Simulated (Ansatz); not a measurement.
Start from `CC(C)(C)CS` and change one atom or group to get `CC(C)(C)O[Si]Cl`.

Ansatz, PBE0-D4/def2-TZVP geometries, multiplicity 1. Each molecule was computed in one conformer, which needn't be the lowest.

```tsv
property	`CC(C)(C)CS`
HOMO–LUMO gap (PBE0/def2-TZVPP) / eV	7.25
size of the dipole moment (B3LYP/def2-TZVPP) / D	1.55
HOMO energy (PBE/def2-TZVPP) / eV	-5.52
LUMO energy (ωB97M-V/def2-TZVPP) / eV	2.11
LUMO energy (PBE/def2-TZVPP) / eV	-0.39
HOMO–LUMO gap (ωB97M-V/def2-TZVPP) / eV	11.10
```

Question: Give the same properties after the change, and the shifts. (An estimate is asked.)

Answer: Computed: 
| property | `CC(C)(C)O[Si]Cl` | shift |
| --- | --- | --- |
| HOMO–LUMO gap (PBE0/def2-TZVPP) / eV | 5.47 | -1.78 |
| size of the dipole moment (B3LYP/def2-TZVPP) / D | 2.35 | 0.80 |
| HOMO energy (PBE/def2-TZVPP) / eV | -6.10 | -0.58 |
| LUMO energy (ωB97M-V/def2-TZVPP) / eV | 0.26 | -1.85 |
| LUMO energy (PBE/def2-TZVPP) / eV | -2.52 | -2.13 |
| HOMO–LUMO gap (ωB97M-V/def2-TZVPP) / eV | 9.55 | -1.55 |

With PBE0 the HOMO falls by 0.45 eV and the LUMO falls by 2.24 eV, so the gap narrows by about 1.79 eV. PBE moves the HOMO by -0.58 eV and ωB97M-V by -0.30 eV. Dipoles are sizes alone; their direction can turn.

B3LYP here is the variant with VWN-RPA as its local correlation; programs differ in this.
